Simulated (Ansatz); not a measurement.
Al₈N₇H₂₂⁻, a nanocrystal cut from wurtzite AlN (hydrogen-capped), 37 atoms. Hardware: 2 threads of AMD EPYC 7R13 on a shared host and a share (18 GiB) of an NVIDIA H100 80GB HBM3.

Single mean-field runs in def2-TZVP are fitted with def2-universal-jkfit.

**Question.** How many basis functions does each of these Ansatz runs have, and roughly what does it cost? PBE0-D4/def2-SVP, charge -1 singlet, energy, from earlier orbitals; LC-ωPBE (ω = 0.15 bohr⁻¹)/def2-SVP, charge 0 doublet at the geometry of the charge -1 singlet, energy, from earlier orbitals; ωB97M-V/def2-TZVP, charge 0 doublet at the geometry of the charge -1 singlet, energy, from earlier orbitals; LC-ωPBE (ω = 0.20 bohr⁻¹)/def2-SVP, charge -1 singlet, energy, from earlier orbitals; PBE-D4/def2-TZVP, charge 0 doublet, energy, from earlier orbitals; PBE-D4/def2-TZVP, charge 0 doublet at the geometry of the charge -1 singlet, energy, from earlier orbitals; PBE0-D4/def2-TZVP, charge 0 doublet, energy, from earlier orbitals; PBE-D4/def2-TZVP, charge -1 singlet, energy, from earlier orbitals; B3LYP-D4/def2-TZVP, charge -1 singlet, energy, from earlier orbitals; PBE-D4/def2-SVP, charge -1 singlet, relaxation, 7 steps; ωB97M-V/def2-TZVP, charge -1 singlet, energy and forces, from earlier orbitals; PBE-D4/def2-TZVP, charge -1 triplet at the geometry of the charge -1 singlet, energy, from earlier orbitals.

**Answer.** Other jobs shared the machine, so times can vary by a factor of up to 3. A dash marks memory too small to be measured apart from the calling script's.

| run | functions | fitting or Cholesky vectors | wall time | peak host memory (GiB) |
| --- | --- | --- | --- | --- |
| PBE-D4/def2-TZVP, charge -1 singlet, energy, from earlier orbitals | 645 | 1959 | 3.1 s | – |
| LC-ωPBE (ω = 0.20 bohr⁻¹)/def2-SVP, charge -1 singlet, energy, from earlier orbitals | 352 | 4024 | 3.2 s | – |
| B3LYP-D4/def2-TZVP, charge -1 singlet, energy, from earlier orbitals | 645 | 1959 | 3.6 s | – |
| PBE0-D4/def2-SVP, charge -1 singlet, energy, from earlier orbitals | 352 | 3396 | 4.3 s | – |
| PBE-D4/def2-TZVP, charge 0 doublet, energy, from earlier orbitals | 645 | 1959 | 5 s | 1.1 |
| PBE0-D4/def2-TZVP, charge 0 doublet, energy, from earlier orbitals | 645 | 1959 | 6.5 s | 1.2 |
| PBE-D4/def2-TZVP, charge 0 doublet at the geometry of the charge -1 singlet, energy, from earlier orbitals | 645 | 1959 | 7.5 s | 1.3 |
| LC-ωPBE (ω = 0.15 bohr⁻¹)/def2-SVP, charge 0 doublet at the geometry of the charge -1 singlet, energy, from earlier orbitals | 352 | 4024 | 11 s | 1.3 |
| ωB97M-V/def2-TZVP, charge -1 singlet, energy and forces, from earlier orbitals | 645 | 1959 | 12 s | 1.5 |
| PBE-D4/def2-TZVP, charge -1 triplet at the geometry of the charge -1 singlet, energy, from earlier orbitals | 645 | 1959 | 12 s | 1.3 |
| PBE-D4/def2-SVP, charge -1 singlet, relaxation, 7 steps | 352 | 4024 | 18 s | – |
| ωB97M-V/def2-TZVP, charge 0 doublet at the geometry of the charge -1 singlet, energy, from earlier orbitals | 645 | 1959 | 27 s | 1.9 |
